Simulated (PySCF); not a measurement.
Harmonic spectrum computed at PBE0 in the def2-TZVP basis family (core potentials from Rb on, PySCF, no spin–orbit coupling):

```tsv
ω (cm⁻¹)	IR (km/mol)
232	5.7
731	53.5
736	24.4
```

Which molecule gave it? In each, all ligands are bound to the one heavy central atom.
A. IF₂⁺ (singlet)
B. AsF₂⁺ (singlet)
C. ScF₂⁺ (singlet)
D. BrF₂⁺ (singlet)

A. It has C2v symmetry with I–F 1.825 Å (×2).
